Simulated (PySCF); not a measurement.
## CdH₂ at several levels of theory

All levels use the PBE0 minimum (singlet; Cd–H 1.678 Å (×2); H–Cd–H 180.0°), basis [Cd def2-TZVP with ECP28, H def2-TZVP], scalar-relativistic core potentials, density fitting, no spin–orbit coupling, PySCF. For vertical energies the ionised species is a doublet (spins chosen at PBE0 and kept). Atomisation goes to high-spin ground-configuration atoms, without zero-point energy. Open shells are unrestricted, also as the reference of the correlated levels. A dash marks a value that was not computed or is not defined at that level.

```json
{"level": "PBE0", "atomisation (kJ/mol)": "375", "vertical IP (eV)": "10.23", "−ε(HOMO) (eV)": "7.79", "gap (eV)": "7.09"}
{"level": "CCSD(T)", "atomisation (kJ/mol)": "?", "vertical IP (eV)": "?", "−ε(HOMO) (eV)": "–", "gap (eV)": "–"}
{"level": "HF", "atomisation (kJ/mol)": "274", "vertical IP (eV)": "9.48", "−ε(HOMO) (eV)": "10.52", "gap (eV)": "12.01"}
{"level": "PBE", "atomisation (kJ/mol)": "368", "vertical IP (eV)": "10.15", "−ε(HOMO) (eV)": "6.68", "gap (eV)": "5.30"}
{"level": "r2SCAN", "atomisation (kJ/mol)": "?", "vertical IP (eV)": "?", "−ε(HOMO) (eV)": "?", "gap (eV)": "?"}
{"level": "B3LYP", "atomisation (kJ/mol)": "376", "vertical IP (eV)": "10.32", "−ε(HOMO) (eV)": "7.64", "gap (eV)": "6.64"}
{"level": "TPSSh", "atomisation (kJ/mol)": "409", "vertical IP (eV)": "10.18", "−ε(HOMO) (eV)": "7.28", "gap (eV)": "6.34"}
{"level": "MP2", "atomisation (kJ/mol)": "342", "vertical IP (eV)": "10.20", "−ε(HOMO) (eV)": "–", "gap (eV)": "–"}
{"level": "TPSS", "atomisation (kJ/mol)": "406", "vertical IP (eV)": "10.15", "−ε(HOMO) (eV)": "6.85", "gap (eV)": "5.65"}
{"level": "LC-wPBE", "atomisation (kJ/mol)": "411", "vertical IP (eV)": "10.57", "−ε(HOMO) (eV)": "10.51", "gap (eV)": "11.61"}
```

Task: Fill in the row of CCSD(T).

Result: atomisation (kJ/mol) 361, vertical IP (eV) 10.18.

Task: Fill in the row of r2SCAN.

Result: atomisation (kJ/mol) 395, vertical IP (eV) 10.21, −ε(HOMO) (eV) 6.96, gap (eV) 6.00.

For CdH₂ itself CCSD(T) correlates 22 electrons; T1 = 0.013, D1 = 0.056, (T) = -24 kJ/mol.

Spin contamination in at least one species weakens the values at: HF, MP2.
